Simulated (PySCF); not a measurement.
C2H6ClFSi.

```xyz
11

C      0.9966    -0.6920     1.5642
Si     0.3312     0.0477     0.0000
C      0.9966    -0.6920    -1.5642
F      0.6625     1.6426     0.0000
Cl    -1.7273    -0.1214     0.0000
H      0.5563    -0.1972     2.4435
H      0.7548    -1.7653     1.6168
H      2.0916    -0.5789     1.6124
H      0.5563    -0.1972    -2.4435
H      0.7548    -1.7653    -1.6168
H      2.0916    -0.5789    -1.6124
```

Coordinates come from a ωB97X-D3(BJ)/def2-SVP optimisation.

Level of theory: PBE/pcSseg-1 (PySCF). Non-relativistic, no solvent.

Task: Give the absolute GIAO shielding of each atom: isotropic value and principal components (ppm). (The exact figures need the calculation; the answer reports its results.)

Result: 
```json
[
 {"atom": "C1", "σ(iso)": "176.7", "σ11": "168.0", "σ22": "172.8", "σ33": "189.2", "span": "21.2"},
 {"atom": "Si2", "σ(iso)": "291.7", "σ11": "261.2", "σ22": "291.5", "σ33": "322.2", "span": "61.0"},
 {"atom": "C3", "σ(iso)": "176.7", "σ11": "168.0", "σ22": "172.8", "σ33": "189.2", "span": "21.2"},
 {"atom": "F4", "σ(iso)": "299.8", "σ11": "247.6", "σ22": "312.8", "σ33": "339.1", "span": "91.5"},
 {"atom": "Cl5", "σ(iso)": "851.7", "σ11": "713.6", "σ22": "854.4", "σ33": "987.2", "span": "273.7"},
 {"atom": "H6", "σ(iso)": "30.5", "σ11": "26.4", "σ22": "28.4", "σ33": "36.8", "span": "10.4"},
 {"atom": "H7", "σ(iso)": "30.9", "σ11": "27.3", "σ22": "28.9", "σ33": "36.6", "span": "9.4"},
 {"atom": "H8", "σ(iso)": "30.8", "σ11": "26.6", "σ22": "28.2", "σ33": "37.5", "span": "10.9"},
 {"atom": "H9", "σ(iso)": "30.5", "σ11": "26.4", "σ22": "28.4", "σ33": "36.8", "span": "10.4"},
 {"atom": "H10", "σ(iso)": "30.9", "σ11": "27.3", "σ22": "28.9", "σ33": "36.6", "span": "9.4"},
 {"atom": "H11", "σ(iso)": "30.8", "σ11": "26.6", "σ22": "28.2", "σ33": "37.5", "span": "10.9"}
]
```
